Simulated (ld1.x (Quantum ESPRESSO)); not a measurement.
**Reading a pseudo-wave (Zr)**

Columns: radius, all-electron u(r) and pseudo u(r) of the 4d shell (level -6.68 eV) of zirconium in the configuration [Kr] 4d2 5s1.5 5p0; PBEsol, scalar-relativistic, PAW scheme, ld1.x (Quantum ESPRESSO) 7.5.

```csv
r (bohr),all-electron,pseudo
0.170,0.2212,-0.0028
0.340,0.2919,-0.0211
0.510,0.1035,-0.0662
0.680,-0.1438,-0.1420
0.850,-0.3585,-0.2435
1.020,-0.5160,-0.3588
1.190,-0.6176,-0.4720
1.360,-0.6733,-0.5675
1.530,-0.6950,-0.6338
1.700,-0.6930,-0.6665
1.870,-0.6753,-0.6684
2.040,-0.6478,-0.6478
2.210,-0.6146,-0.6151
2.380,-0.5786,-0.5787
2.550,-0.5417,-0.5417
2.720,-0.5050,-0.5050
2.890,-0.4691,-0.4691
3.060,-0.4345,-0.4345
3.230,-0.4014,-0.4014
3.400,-0.3700,-0.3700
3.570,-0.3402,-0.3402
3.740,-0.3122,-0.3122
3.910,-0.2859,-0.2859
4.080,-0.2613,-0.2613
4.250,-0.2383,-0.2383
4.420,-0.2170,-0.2170
```

Q: How many radial nodes do the two functions have?

A: The all-electron 4d function has n − l − 1 = 1; the pseudo-wave has 0, since the states of the same l below it are removed with the core.

Q: At about which radius was the pseudo-wave matched?

A: 2.40 bohr. The columns agree to 0.0005 from 2.04 bohr on; several derivatives are matched, so the curves merge somewhat inside the radius.

Q: Where does each function peak?

A: Outermost all-electron maximum near 1.53 bohr, pseudo maximum near 1.87 bohr (to the table’s step).

Q: Is the pseudo-wave norm-conserving?

A: No, it belongs to a PAW set: the norm inside the radius is not constrained, and the difference is carried by the augmentation charge.
